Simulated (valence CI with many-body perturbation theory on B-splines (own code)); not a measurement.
## Level structure of Co21+

Calculated by configuration interaction combined with many-body perturbation theory (CI+MBPT): four valence electrons over a frozen Dirac-Fock core [He], a basis of 11 s, 11 p, 10 d, 8 f, 5 g, 2 h functions for each j, with the one-electron correlation potential Σ1, the two-electron term Σ2, the three-electron term Σ3, Breit, model QED; selected CI, second order for the rest, scaled by the run's own slope (own B-spline code, finite nucleus).

No measured levels were compared; by estimate levels of excited configurations hold to 0.05 to 0.15 % of their energy, terms of the ground configuration to about 0.5 %. Among the levels kept, up to 1100 cm⁻¹ of a level comes from second order outside the variational space, and about a tenth of that is noise between levels of different J, which matters for small intervals.

Levels 91 to 135 of 195, with energies above the lowest level, 2s2 2p2 3P_0. "Leading %" is the weight of the configuration and term that name the level; weights of strongly mixed levels are sums over their largest components and can fall short, so below about 35 % the name and the second component can differ from the true leading terms, or belong to a minority configuration. In the jj column 3d3/2^4 stands for four electrons in 3d with j = 3/2.

| No. | Configuration | Term | J | E (eV) | Leading % | Leading jj | g | Second component |
| --- | --- | --- | --- | --- | --- | --- | --- | --- |
| 91 | 2s 2p2 3p | 3D° | 1 | 1167.4 | 67 | 2s 2p1/2 2p3/2 3p1/2 (74 %) | 0.703 | 18 % 2s 2p2 3p 1P° |
| 92 | 2s 2p2 3p | 3F° | 3 | 1167.6 | 91 | 2s 2p1/2 2p3/2 3p3/2 (50 %) | 1.101 | 6 % 2s 2p2 3p 3D° |
| 93 | 2s 2p2 3d | 3F | 3 | 1168.1 | 74 | 2s 2p1/2 2p3/2 3d5/2 (45 %) | 1.169 | 16 % 2s 2p2 3d 5D |
| 94 | 2s 2p2 3d | 5P | 1 | 1168.2 | 87 | 2s 2p1/2 2p3/2 3d3/2 (52 %) | 2.384 | 6 % 2s 2p2 3d 5D |
| 95 | 2s 2p2 3p | 1D° | 2 | 1169.4 | 48 | 2s 2p1/2 2p3/2 3p3/2 (54 %) | 0.983 | 30 % 2s 2p2 3p 3F° |
| 96 | 2s 2p2 3s | 3S | 1 | 1171.2 | 53 | 2s 2p3/2^2 3s (75 %) | 1.753 | 38 % 2s 2p2 3s 3P |
| 97 | 2s 2p2 3p | 3F° | 4 | 1171.5 | 93 | 2s 2p3/2^2 3p3/2 (57 %) | 1.263 | 6 % 2s 2p2 3p 5D° |
| 98 | 2s 2p2 3p | 3D° | 2 | 1171.6 | 84 | 2s 2p3/2^2 3p1/2 (39 %) | 1.216 | 10 % 2s 2p2 3p 3P° |
| 99 | 2s 2p2 3d | 3P | 0 | 1171.9 | 91 | 2s 2p3/2^2 3d5/2 (53 %) |  | 5 % 2s 2p2 3d 5D |
| 100 | 2s 2p2 3p | 1F° | 3 | 1172.0 | 87 | 2s 2p1/2 2p3/2 3p3/2 (42 %) | 1.039 | 11 % 2s 2p2 3p 3D° |
| 101 | 2s 2p2 3s | 3P | 2 | 1173.2 | 89 | 2s 2p3/2^2 3s (76 %) | 1.466 |  |
| 102 | 2s 2p2 3p | 1P° | 1 | 1173.7 | 49 | 2s 2p1/2 2p3/2 3p3/2 (66 %) | 0.944 | 28 % 2s 2p2 3p 3D° |
| 103 | 2s 2p2 3p | 3P° | 0 | 1173.8 | 71 | 2s 2p1/2 2p3/2 3p3/2 (53 %) |  | 27 % 2s 2p2 3p 1S° |
| 104 | 2s 2p2 3p | 3D° | 3 | 1174.0 | 93 | 2s 2p1/2 2p3/2 3p3/2 (43 %) | 1.331 |  |
| 105 | 2s 2p2 3d | 3F | 4 | 1175.0 | 83 | 2s 2p3/2^2 3d5/2 (41 %) | 1.252 | 9 % 2s 2p2 3d 5D |
| 106 | 2s 2p2 3s | 1P | 1 | 1175.2 | 75 | 2s 2p3/2^2 3s (73 %) | 1.076 | 14 % 2s 2p2 3s 3P |
| 107 | 2s 2p2 3p | 3P° | 1 | 1176.2 | 76 | 2s 2p1/2 2p3/2 3p3/2 (55 %) | 1.420 | 13 % 2s 2p2 3p 1P° |
| 108 | 2s 2p2 3s | 1S | 0 | 1176.8 | 74 | 2s 2p3/2^2 3s (86 %) |  | 23 % 2s 2p2 3s 3P |
| 109 | 2s 2p2 3d | 3D | 1 | 1177.7 | 81 | 2s 2p1/2 2p3/2 3d5/2 (66 %) | 0.641 | 12 % 2s 2p2 3d 3P |
| 110 | 2s 2p2 3p | 3P° | 0 | 1178.1 | 89 | 2s 2p1/2 2p3/2 3p3/2 (35 %) |  | 7 % 2s 2p2 3p 1S° |
| 111 | 2s 2p2 3d | 3D | 2 | 1178.1 | 74 | 2s 2p1/2 2p3/2 3d5/2 (52 %) | 1.155 | 8 % 2s 2p2 3d 3P |
| 112 | 2s 2p2 3d | 3D | 3 | 1179.0 | 86 | 2s 2p1/2 2p3/2 3d5/2 (41 %) | 1.294 | 6 % 2s 2p2 3d 1F |
| 113 | 2s 2p2 3p | 3P° | 2 | 1179.6 | 75 | 2s 2p3/2^2 3p3/2 (62 %) | 1.419 | 10 % 2s 2p2 3p 1D° |
| 114 | 2s 2p2 3p | 3D° | 1 | 1181.8 | 52 | 2s 2p1/2 2p3/2 3p1/2 (52 %) | 0.836 | 25 % 2s 2p2 3p 1P° |
| 115 | 2s 2p2 3p | 3D° | 2 | 1184.6 | 47 | 2s 2p1/2 2p3/2 3p3/2 (50 %) | 1.284 | 37 % 2s 2p2 3p 3P° |
| 116 | 2s 2p2 3p | 3P° | 1 | 1185.5 | 69 | 2s 2p1/2 2p3/2 3p3/2 (50 %) | 1.461 | 10 % 2s 2p2 3p 3S° |
| 117 | 2s 2p2 3d | 3G | 3 | 1192.5 | 84 | 2s 2p1/2 2p3/2 3d3/2 (83 %) | 0.791 | 11 % 2s 2p2 3d 1F |
| 118 | 2s 2p2 3d | 3G | 4 | 1194.5 | 83 | 2s 2p1/2 2p3/2 3d5/2 (61 %) | 1.079 | 14 % 2s 2p2 3d 3F |
| 119 | 2s 2p2 3d | 3F | 2 | 1195.6 | 87 | 2s 2p1/2 2p3/2 3d3/2 (66 %) | 0.713 | 6 % 2s 2p2 3d 1D |
| 120 | 2s 2p2 3p | 1S° | 0 | 1195.8 | 57 | 2s 2p3/2^2 3p3/2 (45 %) |  | 41 % 2s 2p2 3p 3P° |
| 121 | 2s 2p2 3d | 3F | 3 | 1196.7 | 63 | 2s 2p1/2 2p3/2 3d5/2 (74 %) | 1.072 | 24 % 2s 2p2 3d 1F |
| 122 | 2s 2p2 3d | 3G | 5 | 1197.2 | 94 | 2s 2p3/2^2 3d5/2 (57 %) | 1.209 | 6 % 2s 2p2 3d 5F |
| 123 | 2s 2p2 3d | 3D | 1 | 1197.4 | 92 | 2s 2p1/2 2p3/2 3d3/2 (53 %) | 0.539 |  |
| 124 | 2s 2p2 3d | 3F | 4 | 1198.3 | 76 | 2s 2p1/2 2p3/2 3d5/2 (54 %) | 1.213 | 14 % 2s 2p2 3d 1G |
| 125 | 2s 2p2 3d | 3D | 2 | 1198.5 | 90 | 2s 2p1/2 2p3/2 3d5/2 (46 %) | 1.182 |  |
| 126 | 2s 2p2 3p | 1P° | 1 | 1199.0 | 39 | 2s 2p3/2^2 3p1/2 (70 %) | 0.956 | 30 % 2s 2p2 3p 3D° |
| 127 | 2s 2p2 3d | 3D | 3 | 1199.7 | 70 | 2s 2p3/2^2 3d3/2 (39 %) | 1.265 | 12 % 2s 2p2 3d 3F |
| 128 | 2s 2p2 3p | 3D° | 3 | 1200.2 | 89 | 2s 2p3/2^2 3p3/2 (72 %) | 1.315 |  |
| 129 | 2s 2p2 3p | 3P° | 2 | 1200.4 | 48 | 2s 2p3/2^2 3p3/2 (54 %) | 1.316 | 40 % 2s 2p2 3p 3D° |
| 130 | 2s 2p2 3p | 3S° | 1 | 1200.5 | 53 | 2s 2p3/2^2 3p1/2 (59 %) | 1.762 | 21 % 2s 2p2 3p 3P° |
| 131 | 2s 2p2 3p | 3P° | 2 | 1201.3 | 77 | 2s 2p3/2^2 3p3/2 (46 %) | 1.459 |  |
| 132 | 2s 2p2 3p | 3P° | 0 | 1201.8 | 91 | 2s 2p3/2^2 3p1/2 (47 %) |  | 7 % 2s 2p2 3p 1S° |
| 133 | 2s 2p2 3d | 3P | 0 | 1202.0 | 97 | 2s 2p1/2 2p3/2 3d3/2 (57 %) |  |  |
| 134 | 2s 2p2 3d | 3P | 1 | 1202.4 | 65 | 2s 2p1/2 2p3/2 3d5/2 (68 %) | 1.512 | 17 % 2s 2p2 3d 3S |
| 135 | 2s 2p2 3d | 1F | 3 | 1203.0 | 46 | 2s 2p3/2^2 3d5/2 (53 %) | 1.104 | 28 % 2s 2p2 3d 3D |

Names give the largest LS component (configuration and term), which can be under half, so a name can repeat, a term be missing and a line seem to break the LS rules; names also repeat where a configuration has a term twice.
